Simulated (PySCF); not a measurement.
Level of theory: PBE-D3(BJ)/def2-TZVP // r2SCAN-D4/def2-TZVP run with PySCF. Gas-phase values, no solvent. One relaxed conformer stands for a flexible species; it need not be the lowest. Excitations are Tamm–Dancoff values on a coarser integration grid. The basis has no diffuse functions, so Rydberg states are missing or too high.

Reference species (SMILES): `SB(S)Br` (H–S–B–Br torsion -180°, Br–B–S–H torsion 180°) (neutral, multiplicity 1).

| Item | Value |
|---|---|
| S1 excitation (TDA) | 5.22 eV |
| HOMO–LUMO gap | 4.67 eV |
| HOMO | -6.68 eV |

Changed species: `B(Br)(Br)Br` (0 of 3 Br replaced by SH; the reference has 2 of 3 Br replaced by SH).

Problem. What does the change do to the S1 excitation (TDA), HOMO–LUMO gap and HOMO?

Solution. the S1 excitation (TDA) falls by 1.06 eV, to 4.16 eV; the HOMO–LUMO gap falls by 0.59 eV, to 4.08 eV; the HOMO falls by 0.34 eV, to -7.02 eV.
